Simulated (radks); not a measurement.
Exchange energies: the exact (Fock) value of the Kohn-Sham orbitals and density-functional approximations, in hartree. Species: La27+ [Ar] 3d10 4s2; S6+ [Ne]; Hf65+ [He] 2s2 2p3. All-electron calculation, non-relativistic Kohn-Sham, PBE, spin-polarised, spherical densities, point nucleus. Program: a radial shooting solver on a logarithmic mesh with Libxc functionals. Every spin shell is full or empty, so the densities are truly spherical. Functionals are evaluated on that one density, not self-consistently.

\begin{tabular}{lrrr}
functional & La27+ & S6+ & Hf65+ \\ \hline
exact & -164.927 & -22.6916 & -90.1108 \\
LDA & -156.21 & -20.761 & -81.589 \\
PBEsol & -160.88 & -21.829 & -86.318 \\
PW91 & -164.79 & -22.604 & -89.541 \\
AM05 & -156.96 & -21.033 & -83.006 \\
B86b & -164.84 & -22.658 & -89.810 \\
G96 & -165.40 & -22.692 & -90.031 \\
r2SCAN & -164.63 & -22.704 & -89.905 \\
MS2 & -163.88 & -22.695 & -90.013 \\
\end{tabular}
